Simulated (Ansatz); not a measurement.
The same atomization along the group B, Al, Ga, In.

Program: Ansatz. Geometries: PBE0-D4/def2-TZVP. ΔE: electronic, gas phase. CCSD(T)/CBS is the MP2 limit (def2-TZVPP, def2-QZVPP) plus CCSD(T) − MP2 in def2-TZVPP, frozen cores. This one scheme is used for every species, atoms too. DFT in def2-TZVPP. Open shells (•) are unrestricted, without spin–orbit coupling. Spin–orbit coupling would lower the free atoms: a little for Al, B, C, O; clearly for Ga; strongly for In. Elements past krypton have def2 core potentials. Bonds to Ga, In are less sure, by a few kJ/mol each and by 10 to 20 or more in all where they break to atoms, as the def2 sets lack core-valence functions. Scalar relativity is left out up to krypton.

```
                              reaction  MP2/CBS(def2) (kJ/mol)  ωB97X-V (kJ/mol)  PBE-D4 (kJ/mol)  LDA (SPW92) (kJ/mol)
  `[BH3-][OH+]C` → C• + 7 H• + B• + O•                    3427              3410             3442                  3864
`C[OH+][AlH3-]` → C• + 7 H• + Al• + O•                    3150              3145             3131                  3516
`C[OH+][GaH3-]` → C• + 7 H• + Ga• + O•                    3058              3054             3047                  3451
`C[OH+][InH3-]` → C• + 7 H• + In• + O•                    2932              2950             2935                  3336
```

**Question.** Give the CCSD(T)/CBS values in the same order. (An estimate is asked.)

**Answer.** The calculation gave: 3408, 3151, 3060, 2952 kJ/mol.

Largest T1 diagnostic: 0.018, for Al•.

For atomizations the MP2-based limit and the directly extrapolated one differ by several kJ/mol either way, and by 10 to 25 for some Ge, Se and Sn compounds, so smaller differences from it don't rank the levels.
